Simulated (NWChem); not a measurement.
A series in which one site is exchanged, each optimised at PBE0/def2-SVP with NWChem, gas phase unless a solvent is named. def2 effective core potentials on I; no spin-orbit coupling.

A: [Cu][I] (CuI; site = Cu)
B: [K][I] (KI; site = K)
C: I (HI; site = H)
D: ClI (ICl; site = Cl)

Values for A:

* **orbital gap (eV), PBE0/def2-SVP**: 3.96
* **static polarisability, PBE/def2-SVPD (bohr³)**: 66.1
* **lowest singlet excitation, PBE/def2-SVPD, TDA (eV)**: 1.99

### Question
How do these values change for the other members?

### Answer
| change from A | B | C | D |
|---|---|---|---|
| orbital gap (eV), PBE0/def2-SVP | -0.21 | +3.15 | +0.18 |
| static polarisability, PBE/def2-SVPD (bohr³) | +7.8 | -28.8 | -15.5 |
| lowest singlet excitation, PBE/def2-SVPD, TDA (eV) | +0.42 | +3.26 | +0.41 |
